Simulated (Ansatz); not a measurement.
`CC1CB1Br` → `BrB1CC1` + `[CH2]` (triplet) at 700 K and 1 bar (formal loss of a carbene).

Computed with Ansatz on PBE0-D4/def2-TZVP structures; ΔE is electronic, products minus reactants. CCSD(T)/CBS is the MP2 limit (def2-TZVPP, def2-QZVPP) plus CCSD(T) − MP2 in def2-TZVPP, frozen cores. This one scheme is used for every species. Triplets are unrestricted, without spin–orbit coupling. For Br outer-core shells are correlated without core-valence functions, which leaves a few kJ/mol of doubt a bond. Scalar relativity is left out up to krypton.

```csv
species,CCSD(T)/CBS energy (Eh),H − E (kJ/mol),S (J/(mol·K))
`CC1CB1Br`,-2715.87158,296.2,447.6
`BrB1CC1`,-2676.61017,204.4,380.8
`[CH2]` (triplet),-39.09499,70.4,226.8
```

H − E and S are ideal-gas, rigid-rotor, harmonic terms from PBE0-D4/def2-TZVP, for one conformer and one mirror image of each species, with the whole ground term of open shells counted as degenerate. 1 Eh = 2625.50 kJ/mol, R = 8.31446 J/(mol·K).

Task: By hand: ΔE, ΔH, ΔS and ΔG.

Result: ΔE = (-2676.61017) + (-39.09499) − (-2715.87158) = 0.16642 Eh = 436.9 kJ/mol. Δ(H − E) = 204.4 + 70.4 − 296.2 = -21.4, so ΔH = 415.5 kJ/mol. ΔS = 380.8 + 226.8 − 447.6 = 160.0 J/(mol·K). ΔG = 415.5 − 700 × (160.0)/1000 = 303.5 kJ/mol.

Task: By hand: the equilibrium constant, and the temperature at which ΔG would vanish if ΔH and ΔS stayed fixed.

Result: log₁₀ K = −ΔG/(RT ln 10) = -22.6. ΔG = 0 at ΔH/ΔS = 2597 K, far beyond where these terms or the molecules hold.

The number of gas molecules changes by +1, which sets the sign of ΔS. A doubt of 5 kJ/mol in ΔE shifts log₁₀ K by 0.4 here. Other conformers and mirror images would add mixing entropy, several J/(mol·K) or more a flexible species. A triplet takes part, so the spin changes. These are equilibria of isolated gas molecules and say nothing of rates. Largest T1 diagnostic: 0.011 (customary marks: 0.02 for closed shells, 0.045 for open ones).
